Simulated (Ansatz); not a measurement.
A first, cheap relaxation of CH$_{10}$Si$_{3}$ (`C[SiH]([SiH3])[SiH3]`).

```yaml
crystal:
  periodic: [false, false, false]
  atoms:
    - {symbol: C, position_ang: [-0.573800, 1.289700, -1.208200]}
    - {symbol: Si, position_ang: [-0.513300, 0.308900, 0.311200]}
    - {symbol: Si, position_ang: [1.568500, 0.460700, 1.187600]}
    - {symbol: Si, position_ang: [-0.707700, -1.897400, -0.207300]}
    - {symbol: H, position_ang: [-1.609100, 1.241000, -1.699400]}
    - {symbol: H, position_ang: [-0.457300, 2.410400, -1.002600]}
    - {symbol: H, position_ang: [0.145100, 1.035200, -1.963900]}
    - {symbol: H, position_ang: [-1.497500, 0.776900, 1.291600]}
    - {symbol: H, position_ang: [1.718700, -0.365700, 2.462800]}
    - {symbol: H, position_ang: [1.906400, 1.870100, 1.586900]}
    - {symbol: H, position_ang: [2.596200, 0.005000, 0.226700]}
    - {symbol: H, position_ang: [-0.645700, -2.738700, 1.034300]}
    - {symbol: H, position_ang: [0.203200, -2.307400, -1.198300]}
    - {symbol: H, position_ang: [-2.146700, -2.117900, -0.792500]}
basis:
  gaussian: {orbitals: def2-SVP}
hamiltonian: {xc: pbe, dispersion: d4}
relax: {f_tol: 0.03, max_steps: 200}
```

```sh
$ ansatz run in.yaml --threads 4 --pin off --events-out ev --progress --plain
```

Output, abridged:

```
Functional definition: PBE
mean field -24809.75337782 eV, -911.7416199800 hartree, gradient 6.2e-5 eV, S^2 0.000000; 0 other end points of the search recorded, 0 dependent functions left out
relax step   1: F+E_penalty+E_count = -24810.09682146 eV  Δ(F+E_penalty+E_count) = +0.000e0 eV  max|allowed force component| = 2.773e0 eV/Å  Δτ_max = 0.0000 Å  (25 SCF iters, accepted)
mean field -24810.14760821 eV, -911.7561076797 hartree, gradient 1.9e-5 eV, S^2 0.000000; 0 other end points of the search recorded, 0 dependent functions left out
relax step   2: F+E_penalty+E_count = -24810.47611011 eV  Δ(F+E_penalty+E_count) = -3.793e-1 eV  max|allowed force component| = 1.030e0 eV/Å  Δτ_max = 0.1625 Å  (26 SCF iters, accepted)
mean field -24810.21713095 eV, -911.7586625934 hartree, gradient 1.9e-5 eV, S^2 0.000000; 0 other end points of the search recorded, 0 dependent functions left out
relax step   3: F+E_penalty+E_count = -24810.54417682 eV  Δ(F+E_penalty+E_count) = -6.807e-2 eV  max|allowed force component| = 1.199e-1 eV/Å  Δτ_max = 0.0828 Å  (26 SCF iters, accepted)
mean field -24810.21966163 eV, -911.7587555939 hartree, gradient 1.9e-5 eV, S^2 0.000000; 0 other end points of the search recorded, 0 dependent functions left out
relax step   4: F+E_penalty+E_count = -24810.54713133 eV  Δ(F+E_penalty+E_count) = -2.955e-3 eV  max|allowed force component| = 5.477e-2 eV/Å  Δτ_max = 0.0314 Å  (27 SCF iters, accepted)
mean field -24810.21992773 eV, -911.7587653728 hartree, gradient 9.7e-6 eV, S^2 0.000000; 0 other end points of the search recorded, 0 dependent functions left out
relax step   5: F+E_penalty+E_count = -24810.54734711 eV  Δ(F+E_penalty+E_count) = -2.158e-4 eV  max|allowed force component| = 2.801e-3 eV/Å  Δτ_max = 0.0087 Å  (21 SCF iters, accepted)
mean field -24810.21992773 eV, -911.7587653728 hartree, gradient 1.5e-5 eV, S^2 0.000000; 1 other end points of the search recorded, 0 dependent functions left out
Total energy: -24810.54739026 eV, -911.7707993990 hartree
Atom 0 at    -0.624273     1.379501    -1.265698 Å, force     0.001506    -0.000922    -0.000440 eV/Å
Atom 1 at    -0.479788     0.304614     0.297536 Å, force     0.001629    -0.000591    -0.002801 eV/Å
Atom 2 at     1.659218     0.509427     1.259315 Å, force     0.001018    -0.000374    -0.001044 eV/Å
Atom 3 at    -0.833074    -1.966048    -0.214039 Å, force     0.000527    -0.000286    -0.000634 eV/Å
Atom 4 at    -1.628356     1.273209    -1.723573 Å, force    -0.001509     0.001225     0.000741 eV/Å
Atom 5 at    -0.464536     2.449148    -1.021909 Å, force     0.000008     0.001423     0.000167 eV/Å
Atom 6 at     0.133304     1.077767    -2.016700 Å, force    -0.001578    -0.000956     0.002101 eV/Å
Atom 7 at    -1.507368     0.730698     1.319036 Å, force    -0.000160    -0.000326     0.000520 eV/Å
Atom 8 at     1.771333    -0.336238     2.500743 Å, force    -0.000590     0.000342    -0.000090 eV/Å
Atom 9 at     1.965777     1.939515     1.625490 Å, force    -0.001121     0.000380    -0.000113 eV/Å
Atom 10 at     2.702359     0.044640     0.274945 Å, force     0.001508     0.000701     0.001437 eV/Å
Atom 11 at    -0.711345    -2.819255     1.021316 Å, force    -0.000746     0.000704     0.000168 eV/Å
Atom 12 at     0.200465    -2.426672    -1.210378 Å, force    -0.000417    -0.001722     0.000083 eV/Å
Atom 13 at    -2.196717    -2.189506    -0.817184 Å, force    -0.000073     0.000402    -0.000094 eV/Å
Dipole moment:    -0.062752     0.147206    -0.140836 e Å
```

Hardware: 4 threads of a server CPU on a shared host. Wall time 11 s, peak host memory 0.18 GiB.
